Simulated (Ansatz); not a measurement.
## Ligand exchange: SiBr4 + CH3I → SiHBr3 + CH2BrI

Gas-phase species: SiBr4 (tetrabromosilane) `Br[Si](Br)(Br)Br`, singlet; CH3I (methyl iodide) `CI`, singlet; SiHBr3 `Br[SiH](Br)Br`, singlet; CH2BrI (bromoiodomethane) `BrCI`, singlet. The partners trade Br for H: Si–Br and C–H bonds give way to Si–H and C–Br.

Shapes, held fixed at every level: PBE0-D4/def2-TZVP. Programs: Ansatz 0.2.0. The zero-point and thermal change to 298 K, harmonic and unscaled (PBE0-D4/def2-TZVP), is -6.3 kJ/mol.

(1) Estimate ΔH(298 K) of this reaction.

Results:

(1) The highest level, CCSD(T)/def2-TZVPP, gives ΔH(298 K) = +144.0 kJ/mol; the levels span +144.0 to +154.5. The column of differences is taken from that level and isn't an error. No measured value is set beside it here. For atoms past krypton def2 sets carry core potentials with scalar relativity. Relativity is left out for Br. Outer-core shells of Br, I are correlated, in sets that cover them unevenly.

| level | kind | ΔH(298 K) (kJ/mol) | less CCSD(T)/def2-TZVPP |
| --- | --- | --- | --- |
| HF/def2-SVP | Hartree–Fock | +149.9 | +5.9 |
| SPW92/def2-TZVPP | LDA | +144.3 | +0.3 |
| PBE-D4/def2-TZVPP | GGA | +145.3 | +1.3 |
| PBE0-D4/def2-TZVPP | global hybrid | +151.0 | +7.0 |
| r2SCAN0-D4/def2-TZVPP | global hybrid | +154.5 | +10.5 |
| wB97X-V/def2-TZVPP | range-separated hybrid | +147.0 | +3.0 |
| CCSD(T)/def2-TZVPP | coupled cluster or CI | +144.0 | 0.0 |
